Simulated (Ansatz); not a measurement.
## Nudged elastic band run: BF₂H₃O

Input:

```yaml
crystal:
  periodic: [false, false, false]
  atoms:
    - { symbol: B, position_ang: [-0.117193, -0.48648, -0.120124] }
    - { symbol: F, position_ang: [-0.012062, -0.768786, 1.186851] }
    - { symbol: O, position_ang: [0.954239, -0.493937, -0.949242] }
    - { symbol: H, position_ang: [1.778033, -0.708677, -0.476818] }
    - { symbol: F, position_ang: [-1.320233, -0.204012, -0.610586] }
    - { symbol: H, position_ang: [0.221761, 2.360539, 0.80183] }
    - { symbol: H, position_ang: [0.213755, 1.874955, 1.39739] }
basis:
  gaussian: { orbitals: def2-SVP }
hamiltonian:
  xc: pbe
  dispersion: d4
neb:
  order_check: false
  images: 9
  f_tol: 0.05
  max_iterations: 60
  spring: 50.0
  final_atoms:
    - { symbol: B, position_ang: [0.08990443, 0.41678125, -0.38537501] }
    - { symbol: F, position_ang: [-0.02172467, 0.04072022, 2.14048344] }
    - { symbol: O, position_ang: [1.30917531, -0.10041704, -0.65292551] }
    - { symbol: H, position_ang: [1.2530599, -1.00631, -1.01366831] }
    - { symbol: F, position_ang: [-1.03944077, -0.22868012, -0.70357138] }
    - { symbol: H, position_ang: [0.03058221, 1.55071448, 0.06345363] }
    - { symbol: H, position_ang: [0.09674359, 0.9007932, 1.78090413] }
  initial_path:
    images:
      - { positions_ang: [[-0.117193, -0.48648, -0.120124], [-0.012062, -0.768786, 1.186851], [0.954239, -0.493937, -0.949242], [1.778033, -0.708677, -0.476818], [-1.320233, -0.204012, -0.610586], [0.221761, 2.360539, 0.80183], [0.213755, 1.874955, 1.39739]] }
      - { positions_ang: [[-0.09411731, -0.39007654, -0.09439475], [-0.00567914, -0.60809259, 1.28506537], [1.00539791, -0.39894042, -0.90181748], [1.72436099, -0.76168616, -0.55116976], [-1.28686221, -0.16757682, -0.61574108], [0.1910674, 2.17216527, 0.73030635], [0.18413235, 1.72780925, 1.37705235]] }
      - { positions_ang: [[-0.07104161, -0.29367307, -0.06866549], [0.00070372, -0.44739918, 1.38327974], [1.05655682, -0.30394384, -0.85439297], [1.67068899, -0.81469531, -0.62552152], [-1.25349141, -0.13114164, -0.62089616], [0.16037381, 1.98379155, 0.6587827], [0.15450969, 1.5806635, 1.3567147]] }
      - { positions_ang: [[-0.04796592, -0.19726961, -0.04293624], [0.00708658, -0.28670577, 1.48149411], [1.10771573, -0.20894725, -0.80696845], [1.61701698, -0.86770447, -0.69987328], [-1.22012062, -0.09470646, -0.62605124], [0.12968021, 1.79541782, 0.58725905], [0.12488704, 1.43351774, 1.33637706]] }
      - { positions_ang: [[-0.02489022, -0.10086614, -0.01720699], [0.01346944, -0.12601237, 1.57970848], [1.15887464, -0.11395067, -0.75954394], [1.56334497, -0.92071363, -0.77422505], [-1.18674983, -0.05827128, -0.63120633], [0.09898661, 1.60704409, 0.5157354], [0.09526438, 1.28637199, 1.31603941]] }
      - { positions_ang: [[-0.00181453, -0.00446268, 0.00852227], [0.0198523, 0.03468104, 1.67792286], [1.21003355, -0.01895409, -0.71211942], [1.50967297, -0.97372279, -0.84857681], [-1.15337904, -0.02183609, -0.63636141], [0.06829302, 1.41867036, 0.44421175], [0.06564173, 1.13922624, 1.29570176]] }
      - { positions_ang: [[0.01652926, 0.07978611, -0.07025719], [0.01153691, 0.03588888, 1.77043497], [1.2298619, -0.03524668, -0.70028064], [1.45835035, -0.98024023, -0.88159511], [-1.13059138, -0.0632049, -0.6498034], [0.06075086, 1.44507919, 0.36806012], [0.0718621, 1.09153963, 1.39274223]] }
      - { positions_ang: [[0.03487305, 0.1640349, -0.14903664], [0.00322151, 0.03709671, 1.86294709], [1.24969026, -0.05153927, -0.68844185], [1.40702774, -0.98675767, -0.91461341], [-1.10780373, -0.1045737, -0.66324539], [0.05320869, 1.47148801, 0.2919085], [0.07808247, 1.04385302, 1.48978271]] }
      - { positions_ang: [[0.05321685, 0.24828368, -0.2278161], [-0.00509388, 0.03830455, 1.95545921], [1.26951861, -0.06783186, -0.67660307], [1.35570513, -0.99327511, -0.94763171], [-1.08501608, -0.14594251, -0.67668739], [0.04566653, 1.49789684, 0.21575688], [0.08430285, 0.99616642, 1.58682318]] }
      - { positions_ang: [[0.07156064, 0.33253247, -0.30659555], [-0.01340928, 0.03951239, 2.04797132], [1.28934696, -0.08412445, -0.66476429], [1.30438251, -0.99979256, -0.98065001], [-1.06222842, -0.18731131, -0.69012938], [0.03812437, 1.52430566, 0.13960525], [0.09052322, 0.94847981, 1.68386365]] }
      - { positions_ang: [[0.08990443, 0.41678125, -0.38537501], [-0.02172467, 0.04072022, 2.14048344], [1.30917531, -0.10041704, -0.65292551], [1.2530599, -1.00631, -1.01366831], [-1.03944077, -0.22868012, -0.70357138], [0.03058221, 1.55071448, 0.06345363], [0.09674359, 0.9007932, 1.78090413]] }
```

Launched with:

```bash
$ ansatz run input.yaml --threads 1 --pin off --max-ram 2048MiB --backend cpu --events-out ev --progress --plain --runs-dir out
```

Output, in part (warnings, iteration lines, the closing report on the highest movable image, with atoms numbered from 0):

```
NEB end point (image 0): max|allowed force component| = 1.112e-2 eV/Å (the criterion of neb.relax_end_points is 1.000e-2)
NEB end point (image 10): max|allowed force component| = 1.767e-2 eV/Å (the criterion of neb.relax_end_points is 1.000e-2)
NEB iter   1: max|band force component| = 9.505e0 eV/Å  barrier→ = 3.1577 eV  barrier← = 1.9022 eV  Δτ_max = 0.1996 Å  (270 SCF iters)
NEB iter   2: max|band force component| = 2.932e0 eV/Å  barrier→ = 2.2139 eV  barrier← = 0.9584 eV  Δτ_max = 0.2000 Å  (287 SCF iters)
NEB iter   3: max|band force component| = 1.461e0 eV/Å  barrier→ = 2.1658 eV  barrier← = 0.9103 eV  Δτ_max = 0.1134 Å  (276 SCF iters)
NEB iter   4: max|band force component| = 1.116e0 eV/Å  barrier→ = 2.0591 eV  barrier← = 0.8036 eV  Δτ_max = 0.0788 Å  (246 SCF iters)
NEB iter   5: max|band force component| = 5.782e-1 eV/Å  barrier→ = 2.0074 eV  barrier← = 0.7519 eV  CI = image 6  Δτ_max = 0.1004 Å  (248 SCF iters)
NEB iter   6: max|band force component| = 4.435e-1 eV/Å  barrier→ = 2.0045 eV  barrier← = 0.7490 eV  CI = image 6  Δτ_max = 0.0753 Å  (242 SCF iters)
NEB iter   7: max|band force component| = 3.355e-1 eV/Å  barrier→ = 1.9738 eV  barrier← = 0.7183 eV  CI = image 6  Δτ_max = 0.1384 Å  (245 SCF iters)
NEB iter   8: max|band force component| = 3.606e-1 eV/Å  barrier→ = 1.9309 eV  barrier← = 0.6754 eV  CI = image 6  Δτ_max = 0.0699 Å  (252 SCF iters)
NEB iter   9: max|band force component| = 5.005e-1 eV/Å  barrier→ = 1.9125 eV  barrier← = 0.6570 eV  CI = image 6  Δτ_max = 0.0350 Å  (243 SCF iters)
NEB iter  10: max|band force component| = 3.592e-1 eV/Å  barrier→ = 1.9044 eV  barrier← = 0.6489 eV  CI = image 6  Δτ_max = 0.0349 Å  (239 SCF iters)
NEB iter  11: max|band force component| = 4.712e-1 eV/Å  barrier→ = 1.8968 eV  barrier← = 0.6413 eV  CI = image 6  Δτ_max = 0.0175 Å  (245 SCF iters)
NEB iter  12: max|band force component| = 3.792e-1 eV/Å  barrier→ = 1.8933 eV  barrier← = 0.6377 eV  CI = image 6  Δτ_max = 0.0175 Å  (249 SCF iters)
NEB iter  13: max|band force component| = 3.106e-1 eV/Å  barrier→ = 1.8899 eV  barrier← = 0.6344 eV  CI = image 6  Δτ_max = 0.0087 Å  (248 SCF iters)
NEB iter  14: max|band force component| = 3.081e-1 eV/Å  barrier→ = 1.8883 eV  barrier← = 0.6328 eV  CI = image 6  Δτ_max = 0.0175 Å  (243 SCF iters)
NEB iter  15: max|band force component| = 3.056e-1 eV/Å  barrier→ = 1.8853 eV  barrier← = 0.6298 eV  CI = image 6  Δτ_max = 0.0348 Å  (248 SCF iters)
NEB iter  16: max|band force component| = 3.050e-1 eV/Å  barrier→ = 1.8804 eV  barrier← = 0.6248 eV  CI = image 6  Δτ_max = 0.0693 Å  (243 SCF iters)
NEB iter  17: max|band force component| = 8.240e-1 eV/Å  barrier→ = 1.8751 eV  barrier← = 0.6196 eV  CI = image 6  Δτ_max = 0.0349 Å  (243 SCF iters)
NEB iter  18: max|band force component| = 6.460e-1 eV/Å  barrier→ = 1.8745 eV  barrier← = 0.6189 eV  CI = image 6  Δτ_max = 0.0349 Å  (245 SCF iters)
NEB iter  19: max|band force component| = 4.236e-1 eV/Å  barrier→ = 1.8743 eV  barrier← = 0.6188 eV  CI = image 6  Δτ_max = 0.0692 Å  (231 SCF iters)
NEB iter  20: max|band force component| = 4.721e-1 eV/Å  barrier→ = 1.8743 eV  barrier← = 0.6188 eV  CI = image 6  Δτ_max = 0.0691 Å  (211 SCF iters)
NEB iter  21: max|band force component| = 3.276e-1 eV/Å  barrier→ = 1.8743 eV  barrier← = 0.6188 eV  CI = image 6  Δτ_max = 0.1339 Å  (204 SCF iters)
NEB iter  22: max|band force component| = 2.972e-1 eV/Å  barrier→ = 1.8743 eV  barrier← = 0.6188 eV  CI = image 6  Δτ_max = 0.1397 Å  (216 SCF iters)
NEB iter  23: max|band force component| = 2.844e-1 eV/Å  barrier→ = 1.8743 eV  barrier← = 0.6188 eV  CI = image 6  Δτ_max = 0.0704 Å  (211 SCF iters)
NEB iter  24: max|band force component| = 3.496e-1 eV/Å  barrier→ = 1.8743 eV  barrier← = 0.6188 eV  CI = image 6  Δτ_max = 0.0697 Å  (195 SCF iters)
NEB iter  25: max|band force component| = 2.085e0 eV/Å  barrier→ = 1.8743 eV  barrier← = 0.6188 eV  CI = image 6  Δτ_max = 0.0351 Å  (197 SCF iters)
NEB iter  26: max|band force component| = 1.125e0 eV/Å  barrier→ = 1.8743 eV  barrier← = 0.6188 eV  CI = image 6  Δτ_max = 0.0687 Å  (183 SCF iters)
NEB iter  27: max|band force component| = 5.391e-1 eV/Å  barrier→ = 1.8743 eV  barrier← = 0.6188 eV  CI = image 6  Δτ_max = 0.0699 Å  (182 SCF iters)
NEB iter  28: max|band force component| = 9.801e-2 eV/Å  barrier→ = 1.8743 eV  barrier← = 0.6188 eV  CI = image 6  Δτ_max = 0.1102 Å  (191 SCF iters)
NEB iter  29: max|band force component| = 1.033e-1 eV/Å  barrier→ = 1.8743 eV  barrier← = 0.6188 eV  CI = image 6  Δτ_max = 0.0560 Å  (187 SCF iters)
NEB iter  30: max|band force component| = 9.594e-2 eV/Å  barrier→ = 1.8743 eV  barrier← = 0.6188 eV  CI = image 6  Δτ_max = 0.0596 Å  (185 SCF iters)
NEB iter  31: max|band force component| = 4.102e-2 eV/Å  barrier→ = 1.8743 eV  barrier← = 0.6188 eV  CI = image 6  Δτ_max = 0.0000 Å  (417 SCF iters)
Total energy: -8193.27824266 eV, -301.0974218143 hartree
Atom 0 at     0.095516     0.220470     0.028086 Å, force     0.000009     0.000000     0.000001 eV/Å
Atom 1 at    -0.007966    -0.027066     1.673076 Å, force    -0.000001    -0.000003     0.000002 eV/Å
Atom 2 at     1.323954    -0.126144    -0.459941 Å, force    -0.000008    -0.000003    -0.000001 eV/Å
Atom 3 at     1.272509    -0.900305    -1.047782 Å, force     0.000003     0.000002    -0.000000 eV/Å
Atom 4 at    -1.060895    -0.209859    -0.512767 Å, force    -0.000001    -0.000000    -0.000001 eV/Å
Atom 5 at     0.067946     1.552653     0.303396 Å, force    -0.000000     0.000000     0.000001 eV/Å
Atom 6 at     0.027236     1.063852     1.245233 Å, force    -0.000001     0.000004    -0.000003 eV/Å
Dipole moment:     0.088885     0.051126    -0.131542 e Å
```

The forces met the threshold. The profile has 2 maxima (images 2, 6) with wells between them (image 3): this band takes more than one step, which may be the mechanism or a detour left from its start path. Neighbouring images differ by up to 1.2 eV, so the band resolves the path poorly. Another band between the same ends (9 images) ends at a top of the same energy, where a vibrational analysis finds 1 clearly imaginary mode. The orbitals stay closed-shell, which can raise the energy where a bond breaks towards radicals; this wasn't checked here.

Final band (atoms are numbered from 1 in the order of the input):

| image | path coordinate (Å) | energy (kJ/mol) | B1–F2 (Å) | H6–H7 (Å) | B1–H6 (Å) |
| --- | --- | --- | --- | --- | --- |
| 0 | 0.00 | 0.0 | 1.34 | 0.77 | 3.01 |
| 1 | 0.65 | 11.7 | 1.34 | 0.77 | 2.68 |
| 2 | 1.29 | 34.7 | 1.34 | 0.77 | 2.64 |
| 3 | 1.94 | 1.5 | 1.33 | 0.77 | 2.87 |
| 4 | 2.59 | 7.7 | 1.34 | 0.77 | 2.37 |
| 5 | 3.24 | 62.3 | 1.37 | 0.79 | 1.83 |
| 6 | 3.88 | 180.8 | 1.67 | 1.06 | 1.36 |
| 7 | 4.13 | 159.6 | 1.86 | 1.27 | 1.28 |
| 8 | 4.38 | 135.2 | 2.11 | 1.46 | 1.24 |
| 9 | 4.63 | 123.6 | 2.35 | 1.65 | 1.23 |
| 10 | 4.87 | 121.1 | 2.56 | 1.84 | 1.22 |

Time of the run: 6.9 min on 1 thread of Arm Neoverse V1, on a shared host, peak memory 0.12 GiB.
